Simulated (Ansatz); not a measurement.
Basis-set extrapolation for ClFH₄SSi₂ (`F[SiH2]S[SiH2]Cl`) (PBE0-D4/def2-TZVP geometry, frozen core, the Gaussian-basis code of Ansatz). Multiplicity 1, RHF reference.

|  | def2-TZVPP | def2-QZVPP |
| --- | --- | --- |
| HF | -1536.936747 | -1536.983976 |
| MP2 correlation | -0.855725 | -0.935851 |
| CCSD(T) correlation | -0.948113 | not run |

Energies in hartree. Use E(X) = E(∞) + A·exp(−7.88·√X) for Hartree–Fock and E(X) = E(∞) + B·X^(−2.97) for correlation, with X = 3 and 4, and add CCSD(T) minus MP2 of the smaller set to the MP2 limit.

Q: What is the CCSD(T) energy at the basis-set limit?

A: HF limit: -1536.983976 + (-0.047229) × 0.13774 = -1536.99048. MP2 limit: -0.935851 + (-0.080126) × 0.74074 = -0.99520. Higher-order term: -0.948113 − (-0.855725) = -0.09239. Total: -1538.07807 hartree, 507.3 kJ/mol below CCSD(T)/def2-TZVPP.
